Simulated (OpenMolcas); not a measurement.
Ti2+: from RASSCF to RASPT2

```yaml
Program: OpenMolcas 26.06
Basis: ANO-RCC-VTZP [6s5p3d2f1g]
Scalar_Hamiltonian: DKH2, point nucleus
Active_space: 8 electrons in 8 orbitals (RAS1 3p, at most 2 holes; RAS2 3d)
State_averaging: 2S+1 = 3 even, 10 roots; 2S+1 = 1 even, 15 roots
Spin-orbit_coupling: state interaction with AMFI integrals over the reference wave functions, term energies averaged over their components
```

Methods on the same reference wave functions:
A. RASSCF
B. SS-RASPT2, IPEA 0.25 Eh, imaginary shift 0.1 Eh (closed shells correlated: 3s)

Energies in cm-1 above 3d2 3F2, the measured ground level; measured values from Corliss and Sugar, J. Phys. Chem. Ref. Data 8, 1 (1979).

```json
{"Level": "3d2 3F2", "A": "0.0", "B": "0.0", "Measured": "0.0"}
{"Level": "3d2 3F3", "A": "214", "B": "215", "Measured": "185"}
{"Level": "3d2 3F4", "A": "492", "B": "492", "Measured": "420"}
{"Level": "3d2 1D2", "A": "10513", "B": "8620", "Measured": "8474"}
{"Level": "3d2 3P0", "A": "13043", "B": "11010", "Measured": "10538"}
{"Level": "3d2 3P1", "A": "13116", "B": "11080", "Measured": "10604"}
{"Level": "3d2 3P2", "A": "13268", "B": "11230", "Measured": "10721"}
{"Level": "3d2 1G4", "A": "18495", "B": "14730", "Measured": "14398"}
{"Level": "3d2 1S0", "A": "38166", "B": "31730", "Measured": "32476"}
```

Deviations, from unrounded energies. A percentage is the sum of absolute deviations over the sum of measured energies, with the sign that they share, or ± where signs differ.

| Against measurement | Levels | A | B |
| --- | --- | --- | --- |
| mean absolute deviation (cm-1) | 8 | 2400 | 350 |
| fine structure of the ground term (%) | 2 | +16.5 | +16.8 |
| other terms of the ground configuration (%) | 6 | +22.2 | ±3.1 |

B lies closest to measurement on these levels. The largest miss of B in the table is 3d2 1S0, by -750 cm-1. The ranking rests on the paired levels alone, and a cruder setting can come out closer through cancelling errors.

From A to B the spin-free energies of the other terms of 3d2 shown, above 3F, scale by factors of 0.79 to 0.84, as is usual when dynamic correlation screens the repulsion within a d or f shell.

The lowest spin-free term lies below A's lowest term by 0.232 hartree in B.

CASPT2 breaks the degeneracy within a term, and the mean is taken; among the terms shown or strongly mixed into the levels shown the widest spread is 410 cm-1 (3d2 1G, B). Active for correlation alone: 3p; no level in the range computed is led by a configuration that opens it, so any true level of that kind is missing. Without dynamic correlation excited terms often stand tens of per cent too high (terms of higher spin than the ground term too low), and those without a measured partner can miss by more than the paired ones (holds for A). Computed and measured levels are paired by configuration, term and J; levels that our copy of the source lacks, or whose pairing is in doubt (as where it misses far off the trend of its configuration), stay unpaired and out of the deviations. Only configurations of the active space appear.
